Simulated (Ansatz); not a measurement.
`C[SiH2]S[SiH2]`• → C• + 7 H• + S• + 2 Si•  (atomization)

Computed with Ansatz on PBE0-D4/def2-TZVP structures; ΔE is electronic, products minus reactants. CBS: MP2 limit from def2 TZ/QZ plus the TZ coupled-cluster correction, frozen cores. This one scheme is used for every species, atoms too. DFT in def2-TZVPP. HSE06 is defined as in plane-wave codes. Open shells (•) are unrestricted, without spin–orbit coupling. Spin–orbit coupling would lower the free atoms: a little for C, S, Si. Each species was taken in one conformer, which may not be the lowest.

```json
{"level": "revPBE-D4", "ΔE (kJ/mol)": "3487.5"}
{"level": "HSE06-D4", "ΔE (kJ/mol)": "3524.7"}
{"level": "revPBE", "ΔE (kJ/mol)": "3411.5"}
{"level": "BLYP", "ΔE (kJ/mol)": "3432.5"}
{"level": "HSE06", "ΔE (kJ/mol)": "3502.2"}
{"level": "CAM-B3LYP", "ΔE (kJ/mol)": "3506.9"}
{"level": "HF/def2-SVP", "ΔE (kJ/mol)": "2654.3"}
{"level": "MP2/def2-QZVPP", "ΔE (kJ/mol)": "3498.2"}
```

Q: What does CCSD(T)/CBS give? (An estimate is asked.)

A: Computed: +3530.4 kJ/mol. The listed levels differ from it by -42.9, -5.7, -118.9, -97.9, -28.2, -23.5, -876.1, -32.2 kJ/mol.

Largest T1 diagnostic among the species: 0.014.

From r2SCAN to r2SCAN0 (25 % exact exchange), in def2-TZVPP and without D4, ΔE moves by −28.0 kJ/mol: exact exchange takes away binding that semilocal exchange gives to molecules. In def2-TZVPP, CCSD(T) changes the Hartree–Fock value by +758.8 kJ/mol (the triples alone add +40.2 kJ/mol) and MP2 by +764.7 kJ/mol; breaking electron pairs costs correlation energy, which Hartree–Fock lacks. At CCSD(T), def2-SVP lies −241.8 kJ/mol from the extrapolated value and def2-TZVPP −93.6 kJ/mol: correlation converges slowly with the basis, and small sets miss more of it in the bonded molecule than in its fragments.

For atomizations the MP2-based limit and the directly extrapolated one differ by several kJ/mol either way, and by 10 to 25 for some Ge, Se and Sn compounds, so smaller differences from it don't rank the levels.
